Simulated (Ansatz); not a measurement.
Relaxation of C₂H₉NO₂Si (15 atoms, charge 0, multiplicity 1), to a largest force component of 0.02 eV/Å in at most 40 steps.

These are results of UKS B3LYP/STO-3G in Ansatz, not measurements.

```xyz
15
Properties=species:S:1:pos:R:3
C -0.791 -1.528 -1.335
Si 0.085 -1.154 0.223
C 0.110 0.752 0.594
N 1.038 1.429 -0.374
O 0.705 1.103 1.832
O -1.107 1.406 0.541
H -1.843 -1.117 -1.276
H -0.838 -2.539 -1.567
H -0.359 -0.971 -2.156
H 1.482 -1.677 0.132
H -0.572 -1.866 1.381
H 1.911 1.002 -0.302
H 1.084 2.371 0.012
H 0.064 0.749 2.523
H -0.990 1.989 -0.199
```

Task: Where does it end, and by what steps?

Result: The run converged. Limits of this set-up: minimal basis. After 15 steps the energy has fallen by 1.119 eV; H15 moved furthest, 0.71 Å.

```
step  energy less start (eV)  largest force component (eV/Å)  accepted
   0                  0.0000                           4.603       yes
   1                 -0.9662                           1.366       yes
   2                 -1.0493                           0.431       yes
   3                 -1.0625                           0.166       yes
   4                 -1.0717                           0.260       yes
   5                 -1.0771                           0.554       yes
   6                 -1.0983                           0.147       yes
   7                 -1.1001                           0.203       yes
   8                 -1.1010                           0.417       yes
   9                 -1.1026                           0.486       yes
  10                 -1.1102                           0.183       yes
  11                 -1.1087                           0.432        no
  12                 -1.1123                           0.392       yes
  13                 -1.1153                           0.165       yes
  14                 -1.1188                           0.031       yes
  15                 -1.1193                           0.018       yes
```

```xyz
15
Properties=species:S:1:pos:R:3
C -0.782 -1.542 -1.385
Si 0.072 -1.162 0.238
C 0.147 0.744 0.544
N 1.037 1.407 -0.508
O 0.709 1.167 1.853
O -1.230 1.232 0.415
H -1.809 -1.156 -1.386
H -0.826 -2.624 -1.565
H -0.251 -1.079 -2.226
H 1.430 -1.660 0.233
H -0.633 -1.764 1.348
H 1.989 0.952 -0.383
H 1.217 2.381 -0.114
H 0.013 0.800 2.515
H -1.105 2.254 0.452
```

Time of the run: 100 s on 1 thread of Intel(R) Xeon(R) Platinum 8259CL CPU @ 2.50GHz (Skylake/Cascade Lake) (shared host), peak memory 0.2 GiB.
